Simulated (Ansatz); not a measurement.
# How methods differ on C2H6In (SMILES C[In]C)

The species is C2H6In (9 atoms), meant as a doublet with charge 0. As SMILES, `C[In]C`. Geometry: optimised at wB97X-V/def2-SVP.

Quantity: the adiabatic electron affinity (to the singlet anion, shapes relaxed at wB97X-V/def2-SVP, no zero-point term), in eV. The values are calculated.

The electron affinity is E(neutral) − E(anion): positive where the electron is bound.

| level | kind | program | value (eV) | less CCSD(T)/def2-TZVP | CPU time (all runs) |
| --- | --- | --- | --- | --- | --- |
| UHF/def2-TZVP (core potential) | Hartree–Fock | Ansatz | 0.08 | -0.95 | 3.8 s |
| USVWN5/def2-TZVP (core potential) | LDA | Ansatz | 1.15 | +0.12 | 3.1 s |
| U-r2SCAN/def2-TZVP (core potential) | meta-GGA | Ansatz | 0.97 | -0.06 | 12 s |
| UB3LYP/def2-TZVP (core potential) | global hybrid | Ansatz | 1.14 | +0.11 | 7.8 s |
| UCAM-B3LYP/def2-TZVP (core potential) | range-separated hybrid | Ansatz | 1.08 | +0.05 | 8.2 s |
| UB2PLYP/def2-TZVP (core potential) | double hybrid | Ansatz | 1.04 | +0.01 | 12 s |
| RPA@PBE/def2-TZVP (core potential) | RPA | Ansatz | 1.27 | +0.24 | 16 s |
| UCCSD(T)/def2-TZVP (core potential) | coupled cluster or CI | Ansatz | 1.03 | 0.00 | 2.9 min |

Differences are taken from UCCSD(T)/def2-TZVP (core potential) for orientation; it has basis-set and higher-order errors of its own. Spin-orbit coupling, which can split open shells on such heavy atoms by tenths of an eV, is left out. The values span 0.08 to 1.27 eV. In the correlated wave-function rows the outer d shell of In is correlated, in sets not made for it. CPU times are rough (shared hosts, several kinds of processor): they show what a rung costs within a factor of a few.
